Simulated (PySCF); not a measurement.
SMILES Clc1ccccc1-c1ccc[se]1 (GFN2-xTB optimised geometry):

```
19

Cl    -2.590    -0.881     0.024
C     -1.714     0.605     0.000
C     -2.451     1.778    -0.015
C     -1.811     3.002    -0.024
C     -0.426     3.039    -0.013
C      0.301     1.868     0.000
C     -0.313     0.605     0.000
C      0.503    -0.596     0.003
C      1.874    -0.640    -0.097
C      2.463    -1.917    -0.049
C      1.583    -2.941     0.096
Se    -0.163    -2.355     0.169
H     -3.528     1.719    -0.017
H     -2.387     3.914    -0.036
H      0.091     3.986    -0.013
H      1.376     1.929     0.017
H      2.483     0.239    -0.216
H      3.528    -2.059    -0.122
H      1.828    -3.986     0.153
```

Computed with CAM-B3LYP/def2-SVP (PySCF 2.14.0).

### Question
What are the frontier orbital energies and the dipole moment?

### Answer
HOMO-2 -8.50 eV, HOMO-1 -7.95 eV, HOMO -7.22 eV, LUMO -0.29 eV, LUMO+1 0.76 eV; dipole moment 1.43 D.

Meta-Löwdin charges at CAM-B3LYP/def2-SVP: Cl1 -0.04, C2 0.01, C3 -0.11, C4 -0.10, C5 -0.10, C6 -0.10, C7 0.01, C8 -0.14, C9 -0.13, C10 -0.13, C11 -0.27, Se12 0.31, H13 0.12, H14 0.11, H15 0.11, H16 0.11, H17 0.10, H18 0.11, H19 0.12.
